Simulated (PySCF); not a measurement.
F4HNbS, multiplicity 1. Atoms are numbered in the order given.

```xyz
7

Nb    -0.0028    -0.2919     0.0000
F      1.8768    -0.1581     0.0000
F     -1.8735    -0.1219     0.0000
F     -0.0034    -1.1786     1.6340
F     -0.0034    -1.1786    -1.6340
S     -0.0711     2.0908     0.0000
H      1.2837     2.2498     0.0000
```

Coordinates come from a PBE-D3(BJ)/def2-SVP optimisation. The spin state was assumed, not searched. The structure was generated by enumeration; whether it is a known compound was not checked. The def2 effective core potentials stand for the cores of Nb; spin–orbit coupling is left out. The values are those of a single conformer.

Calculation: PySCF with PBE/def2-TZVP.

Gas-phase values at a fixed geometry.

```
Quantity                                                                                                       Result
---------------------------------------------------------------------------------------------  ----------------------
total energy                                                                                       -855.13339 hartree
point group                                                                                                        Cs
highest occupied level                                                                                       -7.41 eV
lowest empty level                                                                                           -4.50 eV
orbital gap                                                                                                   2.92 eV
dipole moment                                                                                                  0.94 D
quadrupole, principal values (traceless, Buckingham form, about the centre of nuclear charge)  -4.36, -2.50, 6.86 D·Å
mean static polarisability                                                                       62.9 bohr³ (9.32 Å³)
polarisability, principal values                                                               51.8, 58.0, 78.9 bohr³
```
